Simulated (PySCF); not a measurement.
Two-component Hartree-Fock for Cd²⁺ (cadmium, charge +2)

Start: [Kr] 4d10. Calculated with PySCF 2.14 in x2c-SVPall-2c (6s9p6d1f, 70 functions): generalised Hartree-Fock with the X2C-1e Hamiltonian and a Gaussian nucleus; one run each with spin-orbit coupling (SO) switched off, then screened by Boettger's factors.

```csv
spinor shell,electrons,"ε, spin-free (eV)","ε, screened SO (eV)",weight of nominal j (screened SO),"rms radius, screened SO (bohr)"
1s1/2,2,-26859.4,-26857.4,1.000,0.0349
2s1/2,2,-4090.0,-4089.4,1.000,0.142
2p1/2,2,-3665.7,-3799.2,1.000,0.124
2p3/2,4,-3665.7,-3604.2,1.000,0.128
3s1/2,2,-815.09,-814.95,1.000,0.381
3p1/2,2,-672.21,-696.83,1.000,0.376
3p3/2,4,-672.21,-660.82,1.000,0.387
3d3/2,4,-449.02,-453.25,1.000,0.362
3d5/2,6,-449.02,-446.08,1.000,0.365
4s1/2,2,-147.41,-147.39,1.000,0.942
4p1/2,2,-103.30,-107.53,1.000,1.01
4p3/2,4,-103.30,-101.35,1.000,1.04
4d3/2,4,-38.090,-38.583,1.000,1.35
4d5/2,6,-38.090,-37.761,1.000,1.36
```

```tsv
quantity	spin-free	screened SO
E (hartree)	-5589.42090	-5590.51357
M_J	0	0
⟨J²⟩	0.000	0.000
⟨L²⟩	0.000	0.015
⟨S²⟩	0.000	0.015
```

Breit and QED terms are absent; they matter most for the inner s and p1/2 levels.

Densities and radii are taken from the X2C orbitals without a picture-change correction, which distorts them close to the nucleus.

Without spin-orbit coupling the j labels of p, d and f shells carry no meaning; the spin-free column gives the mean over the occupied spinors of each nl shell.
